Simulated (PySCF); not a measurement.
**How methods differ on the ionisation energy of Pm⁴⁴⁺**

Pm⁴⁴⁺ [Ne] 3s2 3p5 (2P) → Pm⁴⁵⁺ [Ne] 3s2 3p4 (3P), as a difference of total energies. Computed with PySCF 2.14 in an even-tempered Gaussian basis (20 s from 8.8 bohr⁻², ratio 2.2; 14 p from 11 bohr⁻², ratio 2.2; 5 d from 50 bohr⁻², ratio 2.4; 4 f from 74 bohr⁻², ratio 2.4; 4 g from 110 bohr⁻², ratio 2.4), with scalar relativity by spin-free X2C-1e. Correlated levels: outer shells: 1s2 frozen; virtual orbitals above 40 to 60 times the deepest correlated orbital energy dropped. The calculations carry no spin-orbit coupling.

```csv
method,ionisation energy (eV)
UHF,3657.9
LDA,3660.0
PBE,3660.5
PBE0,3660.3
r2SCAN,3660.7
BLYP,3660.6
TPSS,3660.6
MP2 (outer shells),3659.1
SCS-MP2 (outer shells),3659.0
```

Spin-orbit coupling is strong in these open shells (close to jj coupling). The scalar numbers leave it out and a first-order estimate fails, so it can dominate the gap to the real levels.

Breit and QED terms and the two-electron picture change are absent.

For comparison: 3613 ± 4 eV (theoretical estimate listed by NIST; NIST Atomic Spectra Database, ionization energies).
